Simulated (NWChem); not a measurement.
C4H3ClO; SMILES Clc1cocc1

Program: NWChem. All runs use the structure optimised with PBE0/def2-SVP. Level: M05-2X/def2-SVP with SMD (1 M gas to 1 M solution), gas-phase geometry.

```
solvent        dielectric constant  solvation free energy (kcal/mol)  cavity-dispersion-structure term (kcal/mol)  dipole in solution (D)
-------------  -------------------  --------------------------------  -------------------------------------------  ----------------------
water                         78.4                              -0.3                                          4.1                    1.39
1-propanol                    20.5                              -3.2                                          1.0                    1.39
ethyl acetate                 5.99                              -4.4                                         -1.2                    1.37
ethanol                       24.9                              -3.2                                          0.9                    1.39
methanol                      32.6                              -2.9                                          1.4                    1.39
```
